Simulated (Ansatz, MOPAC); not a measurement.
Noncovalent pair: C2H2 (SMILES C#C) (first 4 atoms) with CH3I (SMILES CI); geometry from B3LYP-D3(BJ)/def2-TZVP, rigid monomers moved along the line of their centres of mass till C1···H8 is 3.59 Å.
(charge 0, multiplicity 1):
```tsv
atom	x (Å)	y (Å)	z (Å)
C	-0.3668	-0.0942	0.7666
C	-0.2625	-1.0548	0.0594
H	-0.4479	0.7505	1.4092
H	-0.1760	-1.9023	-0.5758
C	1.8914	-0.4666	4.7535
I	1.1793	1.5003	5.2835
H	1.5303	-1.1521	5.5113
H	1.4868	-0.6995	3.7751
H	2.9741	-0.4215	4.7402
```

Counterpoise-corrected where a basis set is named; no monomer relaxation.

Frozen-core correlation. Filled d and f shells under p-block atoms count as core. CBS: X⁻³ extrapolation of the correlation energy, Hartree–Fock from the larger set. The state that PM3 reach isn't checked.

Run with Ansatz (a quantum-chemistry and plane-wave program); MOPAC for PM3 (differences of heats of formation).  In def2 rows elements past Kr take small-core potentials, without spin–orbit coupling.

Give the interaction energy at the level CCSD/def2-SVPD.

-37 meV

What is the computed interaction energy (PM3)?

-7 meV

Predict the interaction energy from MP2/CBS(def2-SVPD, def2-TZVPPD) + ΔCCSD(T)/def2-SVPD.

-43 meV
